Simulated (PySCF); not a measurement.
## MP for M along group 10

PBE0 with triple-zeta basis sets in PySCF, for the lowest determinant that a PBE0 search found; no spin–orbit coupling. De refers to high-spin ground-configuration atoms. A positive dipole means M(−)P(+).

```
 M         basis  state (unpaired electrons)  Re (Å)  ωe (cm⁻¹)  De (eV)  μ (D)
Ni    def2-TZVPP         quartet (π ↑↑, δ ↑)   2.120        390      n/a  -3.24
Pd  x2c-TZVPPall         quartet (σ ↑, π ↑↑)   2.138        388     2.20  -2.40
Pt    def2-TZVPP               doublet (π ↑)   2.026        562     3.71  -0.58
```

The shortest bond is that of PPt (2.026 Å), the longest that of PPd (2.138 Å).

The rows differ in basis set, which adds steps of its own.

The state changes along the series, so neighbouring rows are not always alike in their bonding.

De is left out where the level can put another filling of the metal’s s and d shells below the measured ground configuration, by anything from nothing to about 1 eV. The metal atom is held in its measured ground configuration; semilocal functionals can put another filling of s and d lower by some tenths of an eV, and De to that atom would be smaller. These are scalar-relativistic numbers at best; spin–orbit coupling would shift them, the dissociation energy most. With d or f electrons several states lie close, and the lowest PBE0 determinant need not be the measured ground state.
